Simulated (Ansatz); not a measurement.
The molecule SiS, closed-shell singlet (the spin of the measured ground state).

D_e counts from the fitted minimum to each atom's lowest state at the same level, without counterpoise. The singlet is restricted.

Frozen-core correlation. CBS(a, b) extrapolates the correlation energy as X⁻³ and adds the Hartree–Fock energy of set b.

Codes used: Ansatz (a first-principles code) with Gaussian orbitals. Values without a source in brackets are computed.

**Question.** Give the bond energy D_e at the level B3LYP/def2-TZVPP.

**Answer.** 142.2 kcal/mol

**Question.** Give the bond energy D_e at the level PBE/def2-TZVPP.

**Answer.** 149.5 kcal/mol

**Question.** What bond energy D_e does CCSD(T)/CBS(aug-cc-pV(T+d)Z, aug-cc-pV(Q+d)Z) give?

**Answer.** 147.2 kcal/mol
